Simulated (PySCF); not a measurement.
Changes within a family of molecules, several properties at once.

PySCF, PBE0/def2-SVPD, density fitting, gas phase; each molecule at its own PBE0-D3(BJ)/def2-SVP geometry, one conformer. Singlet excitations by full TDDFT with frozen cores, triplets by Tamm–Dancoff TDDFT and ionisation energies by ΔSCF, from the lowest of the holes tried. 

Torsions of the conformers computed, which needn't be the lowest (atom-mapped SMILES):
- `[NH2:1][CH2:2][SiH2:3][NH:4][SiH3:5]`: N1–C2–Si3–N4 -43°, C2–Si3–N4–Si5 -170°, H–N1–C2–Si3 -73°, H–N1–C2–Si3 169°
- `[F:1][B:2]([F:3])[SiH2:4][NH:5][SiH3:6]`: F1–B2–Si4–N5 -22°, B2–Si4–N5–Si6 -32°
- `[SiH3:1][NH:2][SiH2:3][S:4][SiH3:5]`: Si1–N2–Si3–S4 114°, N2–Si3–S4–Si5 131°
- `[SiH3:1][NH:2][SiH2:3][CH:4]1[CH2:5][CH2:6][CH2:7]1`: Si1–N2–Si3–C4 -16°, N2–Si3–C4–C5 71°
- `[SiH3:1][NH:2][SiH2:3][NH:4][SiH3:5]`: Si1–N2–Si3–N4 124°, N2–Si3–N4–Si5 125°
- `[NH2:1][C:2](=[O:3])[SiH2:4][NH:5][SiH3:6]`: N1–C2–Si4–N5 179°, C2–Si4–N5–Si6 -179°, H–N1–C2–O3 1°, H–N1–C2–O3 179°

Reference: `NC[SiH2]N[SiH3]`, with HOMO energy -7.05 eV, LUMO energy 0.20 eV, lowest singlet excitation 5.97 eV, lowest triplet excitation 5.67 eV, mean polarisability 85.2 au, dipole moment 2.60 D and vertical ionisation energy 8.81 eV.

Changes against it:

| molecule | Δ HOMO energy (eV) | Δ LUMO energy (eV) | Δ lowest singlet excitation (eV) | Δ lowest triplet excitation (eV) | Δ mean polarisability (au) | Δ dipole moment (D) | Δ vertical ionisation energy (eV) |
| --- | --- | --- | --- | --- | --- | --- | --- |
| [SiH3]N[SiH2]C1CCC1 | -0.25 | -0.06 | +0.09 | +0.06 | +20.8 | -2.42 | +0.27 |
| [SiH3]N[SiH2]N[SiH3] | -0.34 | -0.20 | +0.19 | +0.19 | +12.8 | -1.62 | +0.25 |
| NC(=O)[SiH2]N[SiH3] | -0.36 | -0.61 | -0.99 | -1.36 | +2.6 | +0.76 | +0.35 |

Rows whose labels were lost:

| row | Δ HOMO energy (eV) | Δ LUMO energy (eV) | Δ lowest singlet excitation (eV) | Δ lowest triplet excitation (eV) | Δ mean polarisability (au) | Δ dipole moment (D) | Δ vertical ionisation energy (eV) |
| --- | --- | --- | --- | --- | --- | --- | --- |
| P | -0.54 | -1.47 | -0.83 | -1.03 | -9.3 | -0.74 | +0.68 |
| Q | -0.31 | -0.48 | -0.12 | -0.14 | +27.8 | -1.29 | +0.25 |

Q: Which row belongs to which of `FB(F)[SiH2]N[SiH3]` and `[SiH3]N[SiH2]S[SiH3]`?

A: P = `FB(F)[SiH2]N[SiH3]` and Q = `[SiH3]N[SiH2]S[SiH3]`. P and Q are told apart most clearly by the mean polarisability (-9.3 against +27.8 au).
